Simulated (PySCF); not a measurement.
Compound: C4H3BF2O.
SMILES with atom numbers: `[CH2:1]=[C:2]=[C:3]([CH:4]=[O:5])[B:6]([F:7])[F:8]` (hydrogens: H9, H10 on C1; H11 on C4)

Computed, not measured: PySCF 2.14.0, PBE0-D3(BJ)/def2-SVP geometry optimisation, gas phase.

Question: List the bond lengths, angles and torsions at this level.

Answer: 
| bond | length (pm) |
| --- | --- |
| C1=C2 | 129.9 |
| C2=C3 | 132.6 |
| C3–C4 | 149.6 |
| C4=O5 | 120.2 |
| C3–B6 | 155.1 |
| B6–F7, B6–F8 | 131.8 |
| C1–H9, C1–H10 | 109.5 |
| C4–H11 | 111.7 |

Bonds in one row agree within 1 pm and their mean is given. A selection of angles:
| angle | degrees |
| --- | --- |
| C1–C2–C3 | 179.5 |
| C2–C3–C4 | 119.7 |
| C2–C3–B6 | 119.2 |
| C4–C3–B6 | 121.1 |
| C3–C4–O5 | 125.0 |
| C3–B6–F7 | 122.0 |
| F7–B6–F8 | 117.4 |

Dihedral angles: C2–C3–C4–O5 -1° (synperiplanar); C2–C3–B6–F7 5° (synperiplanar). The mirror-image conformer, all signs reversed, is as good.

Of the pairs four or more bonds apart, F8···H11 is among the closest relative to their van der Waals radii: 2.58 Å, 97 % of the sum of Bondi's values. B6 (three-coordinate boron) is planar (angles 122.0°, 120.7° and 117.4°, sum 360.0°, 0.00 Å off the plane of its three neighbours). The C–C distances run from 1.299 Å (C1=C2, drawn double) to 1.496 Å (C3–C4, drawn single), a spread of 0.197 Å.

Point group: near Cs, missed by 0.18 Å at most; the miss may be what the optimiser left on a soft mode. Whether it is a minimum is left open (no frequencies). One conformer, not necessarily the lowest.
